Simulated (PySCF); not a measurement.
C₃H₉AlO. Atoms are numbered in the order given.

```xyz
14

Al     0.0904     0.3354     0.2921
H      0.3194     1.5587     1.2876
C     -1.1020     0.3676    -1.2573
C     -1.8961     1.6573    -1.4644
H     -1.7823    -0.4998    -1.1697
H     -0.4881     0.1423    -2.1494
H     -1.2368     2.5313    -1.5920
H     -2.5496     1.8812    -0.6054
H     -2.5435     1.6114    -2.3557
O      0.9440    -1.1065     0.5933
C      1.8597    -1.6019     1.5093
H      2.7909    -1.9145     1.0031
H      2.1366    -0.8646     2.2878
H      1.4563    -2.4922     2.0248
```
Charge 0, spin multiplicity 1.

Coordinates come from a PBE0-D3(BJ)/def2-SVP optimisation. The structure was generated by enumeration; whether it is a known compound was not checked. The values are those of a single conformer.

These are C-PCM-B3LYP/def2-SVP (PySCF 2.14.0) values and carry that method's errors.

The values are the electrostatic part of the solvation free energy, E(continuum) − E(gas) at the gas-phase geometry, in a cavity of scaled van der Waals radii (PySCF's table); cavitation and dispersion terms are not included. A continuum can't describe solvent molecules that bind to the metal. In vacuum the orbital gap is 6.57 eV. The dipole moment in vacuum is 0.18 D.

Estimate the values in water (ε = 78.36), chlorobenzene (ε = 5.70), methanol (ε = 32.61). (An estimate is asked for; the answer gives what the named calculation found.)


```tsv
solvent	ε	ΔG(elec) (kcal/mol)	dipole (D)	gap (eV)
water	78.36	-4.0	0.21	6.88
chlorobenzene	5.70	-3.3	0.20	6.82
methanol	32.61	-3.9	0.21	6.87
```
